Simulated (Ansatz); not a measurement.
## Worked example: GaH2I + InH2(NH2) → GaH2(NH2) + InH2I

Species: GaH2I `[GaH2][I]`, singlet; InH2(NH2), singlet; GaH2(NH2), singlet; InH2I `[InH2][I]`, singlet. The partners trade I for NH2: Ga–I and In–NH2 bonds give way to Ga–NH2 and In–I.

Shapes, held fixed at every level: PBE0-D4/def2-TZVP. Programs: Ansatz 0.2.0. The zero-point and thermal change to 298 K, harmonic and unscaled (PBE0-D4/def2-TZVP), is +1.6 kJ/mol.

At CCSD(T)/def2-TZVPP; 1 Eh = 2625.50 kJ/mol:

```
  species   energy (Eh)
    GaH2I  -2221.839470
InH2(NH2)   -246.543445
GaH2(NH2)  -1980.546097
    InH2I   -487.854841
```

Problem. Work out ΔH(298 K) of the reaction at this level.

Solution. 
1. Products less reactants: (-1980.546097) + (-487.854841) − [(-2221.839470) + (-246.543445)] = -0.018023 Eh = -47.3 kJ/mol.
2. With the thermal change: -47.3 + (+1.6) = -45.7 kJ/mol.

Other levels give -53.8 (HF/def2-TZVPP) to -46.8 kJ/mol (wB97M-V/def2-TZVPP). No measured value is set beside it here. For atoms past krypton def2 sets carry core potentials with scalar relativity. Relativity is left out for Ga unless named. Correlated rows may include outer-core shells of Ga, I, In, which these sets cover unevenly.
